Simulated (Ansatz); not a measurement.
`C[NH][GeH]([Cl])[O]C` → 2 C• + Cl• + Ge• + 8 H• + N• + O•  (atomization)

Gas-phase electronic energies from Ansatz, PBE0-D4/def2-TZVP geometries. CCSD(T)/CBS adds triple-zeta CCSD(T) − MP2 to the extrapolated MP2 energy (def2 sets, frozen cores). This one scheme is used for every species, atoms too. Functionals use def2-TZVPP. B3LYP here is the variant with VWN-RPA as its local correlation; programs differ in this. No spin–orbit coupling; open shells (•) take unrestricted orbitals. Spin–orbit coupling would lower the free atoms: a little for C, Cl, O; clearly for Ge. Bonds to Ge are less sure, by a few kJ/mol each and by 10 to 20 or more in all where they break to atoms, as the def2 sets lack core-valence functions. Scalar relativity is left out up to krypton. One conformer a species, not always the lowest.

`C[NH][GeH]([Cl])[O]C`:

```xyz
14

C    -1.588    1.648   -0.351
N    -0.684    0.756    0.349
Ge   -0.503   -0.998   -0.077
Cl   -0.286   -1.039   -2.221
O     0.954   -1.587    0.711
C     2.198   -0.967    0.448
H    -2.640    1.543   -0.058
H    -1.292    2.687   -0.183
H    -1.520    1.465   -1.425
H    -0.653    0.924    1.344
H    -1.601   -1.998    0.302
H     2.557   -1.212   -0.557
H     2.916   -1.346    1.177
H     2.141    0.123    0.541
```

```
         level  ΔE (kcal/mol)
       ωB97M-V         1189.3
          PBE0         1180.2
         B3LYP         1172.6
 HF/def2-TZVPP          842.7
MP2/def2-TZVPP         1177.3
MP2/def2-QZVPP         1195.1
  HF/CBS(def2)          844.1
 MP2/CBS(def2)         1207.5
```

Problem. What does CCSD(T)/CBS give? (An estimate is asked.)

Solution. Ansatz gave: +1190.2 kcal/mol. The listed levels differ from it by -0.9, -10.0, -17.6, -347.5, -12.9, 4.9, -346.1, 17.3 kcal/mol.

Largest T1 diagnostic among the species: 0.011.

From PBE to PBE0 (25 % exact exchange), in def2-TZVPP and without D4, ΔE moves by −20.5 kcal/mol: exact exchange takes away binding that semilocal exchange gives to molecules. The D4 term adds +12.5 kcal/mol with B3LYP and +6.7 kcal/mol with PBE0; it sums over pairs of atoms, weighted by their polarisabilities, and B3LYP, whose exchange is more repulsive, gets the larger term. In def2-TZVPP, CCSD(T) changes the Hartree–Fock value by +317.4 kcal/mol (the triples alone add +18.5 kcal/mol) and MP2 by +334.7 kcal/mol; breaking electron pairs costs correlation energy, which Hartree–Fock lacks.

For atomizations the MP2-based limit and the directly extrapolated one differ by several kJ/mol either way, and by 10 to 25 for some Ge, Se and Sn compounds, so smaller differences from it don't rank the levels.
